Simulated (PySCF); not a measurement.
Isomers of C3H8O2Si, mass 104.029 u with the commonest isotopes. The calculation used PBE0-D3(BJ)/def2-SVP geometry optimisation, gas phase (PySCF). One conformer each, none proved a minimum here; rigid rotors.

Question: Order these by radius of gyration √(Σ m r²/M), largest first.
A. `[CH2:1]=[CH:2][CH2:3][SiH:4]([OH:5])[OH:6]` with C1–C2–C3–Si4 94°, C2–C3–Si4–O5 -50°, C3–Si4–O5–H 37°, C3–Si4–O6–H -175°
B. `[O:1]=[C:2]([OH:3])[CH2:4][CH2:5][SiH3:6]` with O1–C2–O3–H -1°, O1–C2–C4–C5 -23°, C2–C4–C5–Si6 52°
C. `[CH3:1]/[CH:2]=[CH:3]\[O:4][SiH2:5][OH:6]` with C2–C3–O4–Si5 -170°, C3–O4–Si5–O6 76°, O4–Si5–O6–H 64°
D. `[H][Si]([H])(C)OC(C)=O` (SiH2Me(OAc))

Answer: C (2.066 Å), D (1.925 Å), B (1.896 Å), A (1.789 Å).

Question: Order these by rotational constant A, largest first.
A. `[H][Si]([H])(C)OC(C)=O` (SiH2Me(OAc))
B. `[CH3:1]/[CH:2]=[CH:3]\[O:4][SiH2:5][OH:6]` with C2–C3–O4–Si5 -170°, C3–O4–Si5–O6 76°, O4–Si5–O6–H 64°
C. `[O:1]=[C:2]([OH:3])[CH2:4][CH2:5][SiH3:6]` with O1–C2–O3–H -1°, O1–C2–C4–C5 -23°, C2–C4–C5–Si6 52°
D. `[SiH3:1][O:2][CH:3]1[CH2:4][O:5][CH2:6]1` with Si1–O2–C3–C4 -91°, O2–C3–C4–O5 -124°, C3–C4–O5–C6 10°, C4–O5–C6–C3 -10°, O2–C3–C6–O5 127°
E. `[CH2:1]=[CH:2][CH2:3][SiH:4]([OH:5])[OH:6]` with C1–C2–C3–Si4 94°, C2–C3–Si4–O5 -50°, C3–Si4–O5–H 37°, C3–Si4–O6–H -175°

Answer: D (9150 MHz), B (7721 MHz), A (7074 MHz), C (6093 MHz), E (4407 MHz).

Question: Order these by out-of-plane moment Σ m c² = (Ia + Ib − Ic)/2, largest first.
A. `[H][Si]([H])(C)OC(C)=O` (SiH2Me(OAc))
B. `[SiH3:1][O:2][CH:3]1[CH2:4][O:5][CH2:6]1` with Si1–O2–C3–C4 -91°, O2–C3–C4–O5 -124°, C3–C4–O5–C6 10°, C4–O5–C6–C3 -10°, O2–C3–C6–O5 127°
C. `[CH2:1]=[CH:2][CH2:3][SiH:4]([OH:5])[OH:6]` with C1–C2–C3–Si4 94°, C2–C3–Si4–O5 -50°, C3–Si4–O5–H 37°, C3–Si4–O6–H -175°
D. `[CH3:1]/[CH:2]=[CH:3]\[O:4][SiH2:5][OH:6]` with C2–C3–O4–Si5 -170°, C3–O4–Si5–O6 76°, O4–Si5–O6–H 64°
E. `[O:1]=[C:2]([OH:3])[CH2:4][CH2:5][SiH3:6]` with O1–C2–O3–H -1°, O1–C2–C4–C5 -23°, C2–C4–C5–Si6 52°

Answer: C (37.47 u·Å²), D (32.43 u·Å²), B (12.24 u·Å²), E (10.36 u·Å²), A (6.22 u·Å²).

| SMILES | point group | Ia (u·Å²) | Ib (u·Å²) | Ic (u·Å²) | κ | μa (D) | μb (D) | μc (D) |
| --- | --- | --- | --- | --- | --- | --- | --- | --- |
| C=CC[SiH](O)O | C1 | 114.67 | 255.74 | 295.47 | -0.80 | 0.17 | 0.26 | 0.48 |
| C/C=C\O[SiH2]O | C1 | 65.45 | 410.89 | 411.47 | -1.00 | 0.14 | 0.40 | 0.78 |
| [H][Si]([H])(C)OC(C)=O | – | 71.45 | 320.28 | 379.29 | -0.91 | 0.94 | 2.15 | 0.01 |
| [SiH3]OC1COC1 | C1 | 55.23 | 341.88 | 372.63 | -0.97 | 1.57 | 0.14 | 1.04 |
| O=C(O)CC[SiH3] | C1 | 82.95 | 301.57 | 363.80 | -0.88 | 1.89 | 1.50 | 0.05 |
